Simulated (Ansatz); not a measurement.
`C[O][Zr]([OH])([NH]C(C)C)[O]C` and `C[O][Zr]([Cl])([NH]C(C)C)[O]C` differ in one atom or group.

Ansatz, PBE0-D4/def2-TZVP geometries, multiplicity 1. Each molecule was computed in one conformer, which needn't be the lowest.

Elements past krypton have def2 core potentials.

```csv
property,`C[O][Zr]([OH])([NH]C(C)C)[O]C`
HOMO energy (ωB97M-V/def2-TZVPP) / eV,-8.60
LUMO energy (ωB97M-V/def2-TZVPP) / eV,0.99
HOMO energy (PBE/def2-TZVPP) / eV,-5.00
HOMO–LUMO gap (B3LYP/def2-TZVPP) / eV,5.91
LUMO energy (B3LYP/def2-TZVPP) / eV,-0.17
LUMO energy (PBE0/def2-TZVPP) / eV,0.08
```

(1) What does the change do to each property? (Best estimate.)

Results:

(1) The calculation gave: 
| property | `C[O][Zr]([Cl])([NH]C(C)C)[O]C` | shift |
| --- | --- | --- |
| HOMO energy (ωB97M-V/def2-TZVPP) / eV | -9.01 | -0.41 |
| LUMO energy (ωB97M-V/def2-TZVPP) / eV | 0.91 | -0.08 |
| HOMO energy (PBE/def2-TZVPP) / eV | -5.43 | -0.43 |
| HOMO–LUMO gap (B3LYP/def2-TZVPP) / eV | 6.01 | 0.10 |
| LUMO energy (B3LYP/def2-TZVPP) / eV | -0.49 | -0.32 |
| LUMO energy (PBE0/def2-TZVPP) / eV | -0.27 | -0.35 |

With PBE0 the HOMO falls by 0.43 eV and the LUMO falls by 0.35 eV, so the gap widens by about 0.08 eV. PBE moves the HOMO by -0.43 eV and ωB97M-V by -0.41 eV.

B3LYP here is the variant with VWN-RPA as its local correlation; programs differ in this.
